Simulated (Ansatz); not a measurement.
Born–Oppenheimer molecular dynamics of C$_{3}$H$_{8}$OSi (13 atoms, charge 0, multiplicity 1). It goes on from the last frame of an earlier run, with new velocities.

Level of theory: RKS PBE/STO-3G (Ansatz).

| Quantity | Value |
| --- | --- |
| ensemble | NVT, Nosé–Hoover chain |
| time step | 1 fs |
| steps asked | 250 |
| set temperature | 300 K |
| thermostat | time constant 300 fs, chain length 1 |
| temperature schedule | 62 steps to 300 K, then 188 steps to 900 K |
| seed | 14828 |

Frames 20 fs apart, positions in Å.

Velocities at 10.0 fs (Å/ps):

```
C -0.39 1.15 2.78
C 7.88 -3.65 0.66
O -4.76 1.02 -8.84
Si -2.76 -3.25 2.38
C 4.25 0.82 0.15
H -5.94 9.21 29.70
H 31.96 18.90 5.95
H -0.60 25.82 -27.24
H -14.38 -2.37 24.43
H 8.47 18.27 -5.96
H -7.67 16.92 -3.64
H 1.38 10.43 2.01
H -0.68 -2.82 5.97
```

```xyz
13
Properties=species:S:1:pos:R:3 time_fs=10.0 energy_less_start_eV=-0.045 T=335
C -2.096 0.329 0.472
C -0.736 0.279 0.660
O -0.159 0.113 1.922
Si 0.579 0.604 -0.638
C 1.684 -0.923 -0.838
H -2.472 0.379 -0.574
H -2.756 0.112 1.380
H -0.987 0.208 2.439
H 1.431 1.778 -0.371
H -0.134 0.881 -1.844
H 2.690 -0.712 -1.351
H 1.099 -1.697 -1.473
H 1.931 -1.435 0.224
13
Properties=species:S:1:pos:R:3 time_fs=30.0 energy_less_start_eV=-0.025 T=315
C -2.142 0.360 0.510
C -0.771 0.244 0.609
O -0.149 0.136 1.920
Si 0.580 0.553 -0.647
C 1.719 -0.879 -0.855
H -2.639 0.585 -0.454
H -2.677 0.401 1.528
H -0.993 0.118 2.463
H 1.283 1.605 0.061
H 0.073 1.007 -1.956
H 2.700 -0.538 -1.339
H 1.320 -1.766 -1.474
H 2.066 -1.308 0.220
13
Properties=species:S:1:pos:R:3 time_fs=50.0 energy_less_start_eV=-0.050 T=328
C -2.204 0.419 0.512
C -0.845 0.306 0.695
O -0.144 0.110 1.907
Si 0.587 0.550 -0.650
C 1.812 -0.904 -0.877
H -2.522 0.487 -0.544
H -2.953 0.227 1.371
H -0.848 -0.124 2.666
H 1.406 1.700 -0.274
H -0.088 0.895 -1.898
H 2.758 -0.584 -1.447
H 1.388 -1.811 -1.449
H 2.258 -1.334 0.153
13
Properties=species:S:1:pos:R:3 time_fs=70.0 energy_less_start_eV=-0.041 T=322
C -2.049 0.381 0.465
C -0.715 0.391 0.660
O -0.209 0.051 1.933
Si 0.538 0.526 -0.636
C 1.759 -0.844 -0.847
H -2.525 0.708 -0.486
H -2.706 0.236 1.403
H -1.044 0.011 2.639
H 1.237 1.808 -0.486
H -0.124 0.587 -1.913
H 2.614 -0.544 -1.555
H 1.247 -1.750 -1.334
H 2.330 -1.244 0.111
13
Properties=species:S:1:pos:R:3 time_fs=90.0 energy_less_start_eV=-0.010 T=296
C -2.038 0.445 0.436
C -0.688 0.271 0.698
O -0.201 0.006 2.083
Si 0.537 0.589 -0.743
C 1.739 -0.872 -0.808
H -2.343 0.578 -0.637
H -2.939 0.306 1.142
H -1.101 -0.100 2.711
H 1.288 1.804 -0.528
H -0.376 0.690 -1.910
H 2.618 -0.717 -1.548
H 1.286 -1.907 -1.018
H 2.279 -0.902 0.226
13
Properties=species:S:1:pos:R:3 time_fs=110.0 energy_less_start_eV=-0.213 T=429
C -1.998 0.420 0.449
C -0.657 0.294 0.701
O -0.208 -0.006 2.007
Si 0.512 0.576 -0.728
C 1.738 -0.844 -0.753
H -2.323 0.725 -0.593
H -2.882 0.395 1.166
H -1.061 -0.182 2.609
H 1.198 1.864 -0.511
H -0.161 0.687 -1.978
H 2.434 -0.843 -1.682
H 1.086 -1.782 -0.815
H 2.418 -0.878 0.160
13
Properties=species:S:1:pos:R:3 time_fs=130.0 energy_less_start_eV=-0.164 T=390
C -2.094 0.441 0.455
C -0.729 0.376 0.666
O -0.158 -0.026 1.870
Si 0.548 0.567 -0.652
C 1.751 -0.873 -0.736
H -2.727 0.665 -0.464
H -2.769 0.139 1.317
H -0.857 -0.094 2.589
H 1.280 1.815 -0.634
H -0.273 0.548 -1.889
H 2.305 -0.804 -1.751
H 1.227 -1.880 -0.666
H 2.535 -0.711 0.039
13
Properties=species:S:1:pos:R:3 time_fs=150.0 energy_less_start_eV=-0.062 T=322
C -2.202 0.440 0.549
C -0.806 0.353 0.676
O -0.115 -0.015 1.829
Si 0.565 0.579 -0.700
C 1.820 -0.904 -0.701
H -2.682 0.772 -0.435
H -3.016 0.329 1.325
H -0.804 -0.254 2.487
H 1.266 1.762 -0.206
H 0.048 0.761 -2.037
H 2.302 -0.970 -1.745
H 1.231 -1.848 -0.515
H 2.630 -0.720 0.010
13
Properties=species:S:1:pos:R:3 time_fs=170.0 energy_less_start_eV=-0.120 T=355
C -2.114 0.486 0.571
C -0.741 0.234 0.552
O -0.140 -0.017 1.813
Si 0.551 0.570 -0.676
C 1.749 -0.846 -0.665
H -2.800 0.679 -0.318
H -2.719 0.366 1.529
H -0.980 -0.051 2.371
H 1.325 1.768 -0.335
H -0.042 0.868 -1.969
H 2.290 -0.966 -1.663
H 1.184 -1.783 -0.424
H 2.511 -0.590 0.057
13
Properties=species:S:1:pos:R:3 time_fs=190.0 energy_less_start_eV=-0.345 T=512
C -2.123 0.469 0.492
C -0.747 0.302 0.658
O -0.109 -0.089 1.882
Si 0.538 0.603 -0.721
C 1.764 -0.877 -0.650
H -2.541 0.836 -0.487
H -2.857 0.397 1.370
H -0.907 0.036 2.583
H 1.054 1.926 -0.461
H -0.127 0.592 -2.041
H 2.349 -0.965 -1.618
H 1.162 -1.804 -0.531
H 2.521 -0.747 0.105
13
Properties=species:S:1:pos:R:3 time_fs=210.0 energy_less_start_eV=-0.185 T=407
C -2.046 0.502 0.449
C -0.721 0.382 0.744
O -0.134 -0.092 1.905
Si 0.502 0.560 -0.732
C 1.741 -0.813 -0.664
H -2.311 0.772 -0.598
H -2.806 0.142 1.212
H -0.960 -0.465 2.537
H 1.372 1.757 -0.720
H -0.320 0.480 -1.900
H 2.467 -0.801 -1.512
H 1.247 -1.793 -0.692
H 2.394 -0.707 0.183
13
Properties=species:S:1:pos:R:3 time_fs=230.0 energy_less_start_eV=-0.195 T=418
C -2.003 0.482 0.463
C -0.683 0.385 0.688
O -0.177 -0.097 1.942
Si 0.486 0.556 -0.732
C 1.774 -0.830 -0.680
H -2.377 0.888 -0.483
H -2.612 0.349 1.404
H -1.125 -0.302 2.464
H 1.010 1.898 -0.729
H -0.293 0.508 -1.998
H 2.599 -0.706 -1.391
H 1.349 -1.813 -0.884
H 2.329 -0.827 0.239
```

Of the whole run (250 fs, mean temperature of the second half 366 K): The conserved energy stayed within 2.1 meV per atom of its start (net change -1.4 meV per atom), so there is no drift, though single steps change it by up to 22 meV in the whole system, a sign of fast motions only just resolved. The schedule's set-point averaged 701 K over the second half and the system 366 K, so it lags behind the ramp. A run of 0.25 ps of so small a system gives no equilibrium averages. Limits of this set-up: minimal basis.

Time of the run: 7.5 min on 1 thread of Arm Neoverse V1 (shared host), peak memory 0.08 GiB.
